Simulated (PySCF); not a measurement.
Species: C6H8FOSi (doublet state).
Structure used (GFN2-xTB), in Å, numbered top down from 1:
```xyz
17
C6H8FOSi angstrom
C      3.3592   -0.2331   -0.2903
C      2.1831   -0.1933   -0.5118
C      0.7607   -0.1510   -0.7418
C      0.1978    1.2309   -0.3741
O     -1.1863    1.3364   -0.6388
C     -2.0226    0.7885    0.3413
C     -1.7292   -0.6308    0.6627
F     -2.6707   -1.2131    1.4391
Si    -0.1538   -1.5198    0.2473
H      4.3927   -0.2692   -0.1155
H      0.5853   -0.3002   -1.8122
H      0.4055    1.4566    0.6811
H      0.6668    2.0047   -0.9903
H     -3.0450    0.8915   -0.0465
H     -1.9717    1.3937    1.2717
H      0.5986   -1.8764    1.4573
H     -0.3774   -2.7035   -0.5890
```

The hyperfine couplings belong to this conformer and change with its torsions.

Identity: `C#C[C@@H]1COC[C](F)[SiH2]1` [radical].

Method: UKS B3LYP, pcH-1 on C F H O Si, non-relativistic, mean-field spin-orbit, GIAO in PySCF 2.14.0. Isolated species at its GFN2-xTB geometry (one conformer only). The geometry wasn't refined by DFT: couplings that depend on bond lengths, twists or pyramidal angles can differ widely from those at the functional's own minimum. The SCF solution wasn't tested for stability.

Largest spin populations (Mulliken): C7 (+0.87), C6 (-0.07) and F8 (+0.06). No atom but C7 exceeds +0.15. The angles at C7 add up to 359.6°, so it is planar.

List the C–H protons on four-coordinate carbons next to a three-coordinate spin centre, with their couplings and θ (C–H bond against the normal to the plane of the centre's neighbours, projected along the bond that joins the two).

```csv
β H,on,centre,θ (°),cos²θ,a (G)
H14,C6,C7,43,0.54,+31.18
H15,C6,C7,20,0.88,+42.12
```

Couplings in gauss use g_iso = 2.0038.
